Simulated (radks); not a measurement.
The numbers below are computed, except where a source is named.
Spherical quantum dot in the effective-mass picture: electrons in a well V = -V0 / (1 + exp((r - R)/a)) with V0 = 20.9, R = 2.37, a = 0.15, with a point charge +2 (a donor) at the centre, all in effective atomic units (hartree* = m*/eps^2 hartree, bohr* = eps/m* bohr), one dielectric constant everywhere. Level of theory: non-relativistic Kohn-Sham, LDA (Slater exchange, Perdew-Wang correlation), spin-polarised, spherical densities (a radial shooting solver with Libxc functionals). Levels are named by radial order and angular momentum (1s, 1p, 1d, 2s, ...), and open shells are averaged over m.

N = 13, configuration 1s2 1p6 1d(up 3, down 0) 2s2. This is the lowest configuration that the search found. Occupied and some empty levels:

| level | occupation | eigenvalue (hartree*) | <r> (bohr*) |
|---|---|---|---|
| 1s up | 1 | -14.042 | 1.134 |
| 1s down | 1 | -13.977 | 1.115 |
| 1p up | 3 | -13.084 | 1.481 |
| 1p down | 3 | -12.993 | 1.478 |
| 2s up | 1 | -12.077 | 1.119 |
| 1d up | 3 | -12.047 | 1.603 |
| 2s down | 1 | -12.027 | 1.133 |
| 1d down | 0 | -11.952 | 1.603 |
| 1f up | 0 | -10.774 | 1.690 |
| 1f down | 0 | -10.678 | 1.691 |
| 2p up | 0 | -9.6863 | 1.295 |
| 2p down | 0 | -9.6299 | 1.295 |
| 1g up | 0 | -9.2785 | 1.760 |
| 1g down | 0 | -9.1841 | 1.762 |

Energy (hartree*): total -217.821, kinetic 25.433, external -289.22, Hartree 53.750, exchange-correlation -7.7799.
